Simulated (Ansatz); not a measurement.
`FCBr` → HBr + `[CH]F` at 500 K and 1 bar (formal loss of a carbene).

Gas-phase electronic energies from Ansatz, PBE0-D4/def2-TZVP geometries. CCSD(T)/CBS adds triple-zeta CCSD(T) − MP2 to the extrapolated MP2 energy (def2 sets, frozen cores). This one scheme is used for every species. For Br outer-core shells are correlated without core-valence functions, which leaves a few kJ/mol of doubt a bond. Scalar relativity is left out up to krypton.

```tsv
species	CCSD(T)/CBS energy (Eh)	H − E (kJ/mol)	S (J/(mol·K))
`FCBr`	-2712.35054	103.2	304.8
HBr	-2573.91920	30.5	213.7
`[CH]F`	-138.29972	50.0	241.9
```

H − E and S are ideal-gas, rigid-rotor, harmonic terms from PBE0-D4/def2-TZVP. 1 Eh = 2625.50 kJ/mol, R = 8.31446 J/(mol·K).

By hand: ΔE, ΔH, ΔS and ΔG.

ΔE = (-2573.91920) + (-138.29972) − (-2712.35054) = 0.13162 Eh = 345.6 kJ/mol. Δ(H − E) = 30.5 + 50.0 − 103.2 = -22.7, so ΔH = 322.9 kJ/mol. ΔS = 213.7 + 241.9 − 304.8 = 150.8 J/(mol·K). ΔG = 322.9 − 500 × (150.8)/1000 = 247.5 kJ/mol.

By hand: the equilibrium constant, and the temperature at which ΔG would vanish if ΔH and ΔS stayed fixed.

log₁₀ K = −ΔG/(RT ln 10) = -25.9. ΔG = 0 at ΔH/ΔS = 2141 K.

The number of gas molecules changes by +1, which sets the sign of ΔS. A doubt of 5 kJ/mol in ΔE shifts log₁₀ K by 0.5 here. These are equilibria of isolated gas molecules and say nothing of rates. Largest T1 diagnostic: 0.018 (customary marks: 0.02 for closed shells, 0.045 for open ones).
